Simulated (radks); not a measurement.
Species: Hg XXXIV. Configuration: [Kr] 4d10 4f1 (the NIST ground configuration). Method: scalar-relativistic Kohn-Sham, PBEsol, spin-polarised, spherical densities, finite nucleus; open shells are filled with parallel spins first (spin-orbit coupling, left out, can overturn this in heavy ions); Fermi nuclear charge, rms radius 5.4648 fm; computed with a radial shooting solver on a logarithmic mesh with Libxc functionals.

Unscreened Slater integrals over Kohn-Sham orbitals (cm^-1). They are taken over the spin-up orbitals.

| integral | value |
|---|---|
| F0(4f,4f) | 526380 |
| F2(4f,4f) | 280350 |
| F4(4f,4f) | 183360 |
| F6(4f,4f) | 134300 |
| F0(4f,4d) | 505380 |
| F2(4f,4d) | 253210 |
| F4(4f,4d) | 164860 |
| G1(4f,4d) | 264590 |
| G3(4f,4d) | 181340 |
| G5(4f,4d) | 132900 |
| F0(4f,4p) | 508060 |
| F2(4f,4p) | 258110 |
| G2(4f,4p) | 208540 |
| G4(4f,4p) | 152240 |
| F0(4f,4s) | 520370 |
| G3(4f,4s) | 185910 |
| F0(4d,4d) | 494700 |
| F2(4d,4d) | 252710 |
| F4(4d,4d) | 171760 |
| F0(4d,4p) | 496560 |
| F2(4d,4p) | 255260 |
| G1(4d,4p) | 319040 |
| G3(4d,4p) | 203720 |
| F0(4d,4s) | 506920 |
| G2(4d,4s) | 253730 |
| F0(4p,4p) | 499640 |
| F2(4p,4p) | 261030 |
| F0(4p,4s) | 509950 |
| G1(4p,4s) | 344660 |
| F0(4s,4s) | 521330 |

Derived for the open shells (J is the average intra-shell exchange parameter used in DFT+U). 4f: F4/F2 = 0.654, F6/F2 = 0.479, J = (286 F2 + 195 F4 + 250 F6)/6435 = 23230 cm^-1.
